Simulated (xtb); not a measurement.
Zn(SeH)2 (H₂Se₂Zn), SMILES [SeH][Zn][SeH]. All values are semi-empirical tight-binding results from xtb (GFN2-xTB unless named), good for trends rather than for accurate numbers. Geometry: GFN2-xTB. The structure was generated by enumeration; whether it is a known compound was not checked. The values are those of a single conformer.

For metal compounds this method's bond lengths and energies can be far off.

Computed properties:
- point group as xtb finds it: C2
- orbital gap: 2.81 eV
- zero-point energy: 8.3 kcal/mol
- G − E(el) at 298.15 K (modified RRHO): -12.3 kcal/mol
